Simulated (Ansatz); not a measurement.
`[CH3][Sn]([F])[F]` radical, relaxed with UKS PBE0-D4/def2-TZVP in the Gaussian-basis code of Ansatz from a PBE-D4/def2-SVP geometry. The force threshold is 0.005 eV/Å; the program also tests the step.

Total charge 0; spin multiplicity 2. Sn takes the def2 core potential.

Start:

```xyz
7

C     0.061    0.220   -0.994
Sn    0.477    0.242    1.202
F     0.774   -1.653    1.664
F    -1.281    0.571    2.035
H    -0.248    1.239   -1.293
H     0.979   -0.106   -1.515
H    -0.762   -0.512   -1.099
```

```csv
step,energy (eV),largest force (eV/Å),largest move (Å)
1,-12349.0116,0.887,0.000
2,-12349.0791,0.173,0.061
3,-12349.0825,0.054,0.024
4 (rejected),-12349.0823,0.074,0.012
5,-12349.0827,0.008,0.004
6,-12349.0827,0.001,0.001
```

End:

```xyz
7

C     0.062    0.218   -0.966
Sn    0.466    0.235    1.174
F     0.755   -1.616    1.631
F    -1.251    0.555    1.992
H    -0.244    1.216   -1.271
H     0.961   -0.105   -1.487
H    -0.748   -0.503   -1.074
```

It took 16 s on 4 threads of an Arm Neoverse V2 on a shared host, with 0.44 GiB of host memory at the peak.
